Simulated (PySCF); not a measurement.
ClH$_{2}$Si (calculated)

Calculation on a computer-drawn molecule: vertical ionisation energy to the stated ion spin, frozen-core CCSD(T) at the basis limit and cheaper methods, single-reference cases, UHF for radicals, no spin-orbit; all values are single points at the evaluated structure, the first of each entry, which is the reference or a displaced copy of it and isn't optimised; the reference structure only sets the zero of the energies above reference; triples share is (T) over the correlation energy. Program: PySCF 2.14.0.

```yaml
- formula: ClH2Si
  evaluated_structure:
    atoms_angstrom:
      - [Si, -2.3011, 0.1201, -2.0534]
      - [Cl, -2.4252, 2.0109, -1.349]
      - [H, -3.1859, -0.1073, -3.0368]
      - [H, -2.4326, -0.8421, -0.9349]
  reference_structure:
    atoms_angstrom:
      - [Si, -2.2529, 0.0836, -2.0184]
      - [Cl, -2.4333, 2.0326, -1.3311]
      - [H, -3.2789, -0.146, -3.0556]
      - [H, -2.4298, -0.836, -0.8763]
  given:
    charge: 0
    multiplicity: 2
    ion_multiplicity: 1
    diffuse_functions: "no"
    basis: "cc-pV(n+d)Z"
    reference_is: "the Hartree-Fock double-zeta minimum"
    best_is: "HF at quadruple zeta + MP2 correlation extrapolated from triple and quadruple zeta + CCSD(T) minus MP2 at triple zeta"
    basis_step_is: "the size of the change from the same recipe one zeta lower"
    drawn_bonds_atom: [1, 1, 1]
    drawn_bonds_other_atom: [2, 3, 4]
    drawn_bonds_order: [1, 1, 1]
  results:
    "ionisation_energy_best [eV]": 8.564
    "ionisation_energy_basis_step [eV]": 0.05848
    "energy_above_reference_best [kcal/mol]": 5.179
    "energy_above_reference_basis_step [kcal/mol]": 0.1409
    triple_zeta_method: [HF, PBE, r2SCAN, B3LYP, wB97X, MP2, CCSD, "CCSD(T)"]
    "triple_zeta_ionisation_energy [eV]": [8.33, 8.503, 8.707, 8.596, 8.582, 8.478, 8.516, 8.494]
    "triple_zeta_energy_above_reference [kcal/mol]": [5.167, 6.327, 5.471, 5.598, 5.287, 5.016, 5.261, 5.382]
    "total_energy_HF_triple_zeta [hartree]": -749.6320
    "total_energy_CCSD(T)_triple_zeta [hartree]": -749.9721
    "total_energy_best [hartree]": -750.0276
    T1_diagnostic_at_triple_zeta: 0.01272
    D1_diagnostic_at_triple_zeta: 0.03855
    spin_squared_at_triple_zeta: 0.7546
    ion_T1_diagnostic_at_triple_zeta: 0.01728
    ion_D1_diagnostic_at_triple_zeta: 0.05385
    triples_share_at_triple_zeta: 0.03659
    basis_functions_triple_zeta: 106
    "dipole_magnitude_HF_at_triple_zeta [debye]": 1.226
    "dipole_magnitude_CCSD_unrelaxed_at_triple_zeta [debye]": 1.021
    "dipole_magnitude_PBE_at_triple_zeta [debye]": 0.8885
    "dipole_magnitude_r2SCAN_at_triple_zeta [debye]": 0.9661
    "dipole_magnitude_B3LYP_at_triple_zeta [debye]": 0.995
    "dipole_magnitude_wB97X_at_triple_zeta [debye]": 1.072
```
